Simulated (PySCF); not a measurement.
[AsO2]+ (singlet). Level of theory: PBE0/[As def2-TZVP, O def2-TZVP], no relativity, density fitting, PySCF.

Harmonic bands of its minimum:

```tsv
ω (cm⁻¹)	IR (km/mol, summed over degenerate members)	degeneracy
187	39.5	2
994	0.0	1
1182	14.9	1
```

Task: The central atom is As. Infer the point group and assign the bands.

Result: D∞h. The modes span πu + σg+ + σu+: 187 πu, 994 σg+, 1182 σu+. The computed geometry has As–O 1.570 Å (×2); O–As–O 180.0°.

Other isomers or separated fragments may lie lower.
